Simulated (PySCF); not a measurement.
All values below come from r2SCAN-D4/def2-TZVP // B3LYP-D3(BJ)/def2-SVP run with PySCF. Gas-phase values, no solvent. One relaxed conformer stands for a flexible species; it need not be the lowest. Delta-SCF ions had no search for a lower state. 

Reference species (SMILES): `[GeH2]([SH])[SH]` (H–S–Ge–S torsion -140°, S–Ge–S–H torsion -140°) (neutral, multiplicity 1).

| Property | Value |
|---|---|
| vertical ionisation energy (Delta-SCF) | 9.13 eV |
| HOMO | -6.43 eV |

Changed species: `[SH][GeH2][GeH2][SH]` (n = 2; the reference has n = 1).

Problem. Give the shifts of the vertical ionisation energy (Delta-SCF) and HOMO.

Solution. the vertical ionisation energy (Delta-SCF) drops by 0.60 eV, to 8.53 eV; the HOMO goes up by 0.27 eV, to -6.16 eV.
